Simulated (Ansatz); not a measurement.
Geometry optimisation, Ansatz, RKS CAM-B3LYP/def2-SVP.

Input:

```yaml
crystal:
  periodic: [false, false, false]
  atoms:
    - { symbol: Sn, position_ang: [0.113183, -0.106299, 0.044524] }
    - { symbol: H, position_ang: [0.62062, 0.102716, 1.666782] }
    - { symbol: H, position_ang: [1.809241, 0.09331, 0.143673] }
    - { symbol: O, position_ang: [-0.767377, 1.487285, -0.729517] }
    - { symbol: H, position_ang: [-1.721087, 1.503676, -0.567162] }
    - { symbol: H, position_ang: [-0.61978, -1.532487, -0.5022] }
basis:
  gaussian: { orbitals: def2-SVP }
hamiltonian:
  xc: cam_b3lyp
relax:
  f_tol: 0.03
  max_steps: 50
```

Command:

```bash
$ ansatz run input.yaml --threads 1 --pin off --max-ram 2048MiB --backend cpu --events-out ev --progress --plain --runs-dir out
```

Task: Where does it end, and by what steps?

Result: It converged. After 7 steps the energy has fallen by 1.006 eV; H2 moved furthest, 0.54 Å.

| step | energy less start (eV) | largest force component (eV/Å) | accepted |
| --- | --- | --- | --- |
| 0 | 0.0000 | 1.760 | yes |
| 1 | -0.6205 | 0.991 | yes |
| 2 | -0.9329 | 0.363 | yes |
| 3 | -0.9915 | 0.642 | yes |
| 4 | -1.0038 | 0.063 | yes |
| 5 | -1.0053 | 0.045 | yes |
| 6 | -1.0057 | 0.031 | yes |
| 7 | -1.0058 | 0.001 | yes |

```xyz
6
Properties=species:S:1:pos:R:3
Sn 0.245 -0.071 0.158
H 0.114 0.068 1.860
H 1.849 0.102 -0.383
O -0.678 1.467 -0.694
H -1.622 1.509 -0.498
H -0.473 -1.527 -0.388
```

Whether the end is a true minimum wasn't checked by a vibrational analysis.

Run time: 22 s on 1 thread of Arm Neoverse V1, with other jobs on the host, peak memory 0.12 GiB.
